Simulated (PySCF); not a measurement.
Precursor series metal swap MX4 F. All species are isolated molecules in the gas phase.

Computed with TPSSh-D3(BJ)/def2-TZVP // PBE-D3(BJ)/def2-SVP run with PySCF. All candidates: neutral, multiplicity 1. 

The HOMO is -11.38 eV. The dipole moment is 0.00 D and the LUMO comes out as -3.72 eV.

**Question.** Identify which member has these values.
A. [Nb(=O)(F)3]
B. [W(=O)(F)4]
C. [Mo(=O)(F)4]
D. [Ti(F)4]

**Answer.** D, [Ti(F)4]. The others give [W(=O)(F)4]: -10.68 eV, 0.47 D, -4.71 eV; [Mo(=O)(F)4]: -10.93 eV, 0.00 D, -5.62 eV; [Nb(=O)(F)3]: -9.67 eV, 1.35 D, -2.91 eV
